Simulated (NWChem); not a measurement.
ZrNH$_{2}$OCl; SMILES [NH]=[Zr]([OH])[Cl]

```xyz
6

Zr    -0.0446     0.3148     0.1944
N     -1.6146     1.0388    -0.3179
H     -2.4761     1.4134    -0.7064
Cl     0.1308    -2.0690    -0.1126
O      1.4607     1.4524    -0.2754
H      1.6531     2.2772    -0.7282
```
Atoms are numbered in this order, from 1.

Results from NWChem. Geometry: optimised at PBE0/def2-SVP. def2 effective core potentials on Zr; no spin-orbit coupling. Level B3LYP/def2-SVP: energy and gradient on several grids; changes count from the extra-fine grid, which is no exact limit either.

```tsv
grid	size of the energy change (μHa)	largest change of a gradient component (μHa/bohr)
xcoarse	2000	4000
coarse	30	300
medium	< 10	< 30
fine	< 10	< 30
xfine	< 10	< 30
```
